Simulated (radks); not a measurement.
The numbers below are computed, except where a source is named.
Excited configurations of Ag: one electron is placed in a higher orbital outside [Kr] 4d10. The ground configuration is [Kr] 4d10 5s1. Level of theory: Dirac Kohn-Sham, PBE, spin-unpolarised, spherical densities, finite nucleus; open shells fill j = l - 1/2 first; Fermi nuclear charge, rms radius 4.5454 fm (a radial shooting solver on a logarithmic mesh with Libxc functionals). Excitation = E - E(ground); binding = E(ion) - E, where the ion is the core of charge +1; n* = 1/sqrt(2 binding) in atomic units, and the quantum defect is n - n*.

\begin{tabular}{lrrrrrr}
outer orbital & excitation (eV) & binding (eV) & n* & quantum defect & eigenvalue (eV) & <r> (bohr) \\ \hline
4f5/2 & 6.851 & 0.908 & 3.870 & 0.130 & -0.436 & 17.46 \\
5p1/2 & 3.766 & 3.993 & 1.846 & 3.154 & -1.725 & 4.654 \\
5d3/2 & 6.189 & 1.570 & 2.944 & 2.056 & -0.719 & 10.35 \\
5f5/2 & 7.134 & 0.625 & 4.665 & 0.335 & -0.366 & 29.60 \\
6s1/2 & 5.278 & 2.481 & 2.342 & 3.658 & -1.460 & 8.631 \\
6p1/2 & 5.967 & 1.792 & 2.755 & 3.245 & -1.019 & 11.17 \\
6d3/2 & 6.779 & 0.980 & 3.726 & 2.274 & -0.553 & 19.54 \\
6f5/2 & 7.308 & 0.451 & 5.491 & 0.509 & -0.285 & 44.40 \\
7s1/2 & 6.455 & 1.304 & 3.230 & 3.770 & -0.810 & 16.70 \\
7p1/2 & 6.730 & 1.029 & 3.636 & 3.364 & -0.637 & 20.44 \\
7d3/2 & 7.100 & 0.659 & 4.544 & 2.456 & -0.408 & 31.22 \\
7f5/2 & 7.420 & 0.339 & 6.331 & 0.669 & -0.224 & 61.82 \\
\end{tabular}

The Delta-SCF ionisation energy is 7.759 eV (NIST Atomic Spectra Database: 7.576 eV, measured). Self-interaction in the functional shifts the binding energies and quantum defects, so they are the method's values and not measured ones. Spin polarisation and multiplet splitting are left out, so open shells lie too high by an amount that depends on their filling.

Beside tabulated values, note that spin-unpolarised runs miss the spin-polarisation part of the exchange energy of open shells.
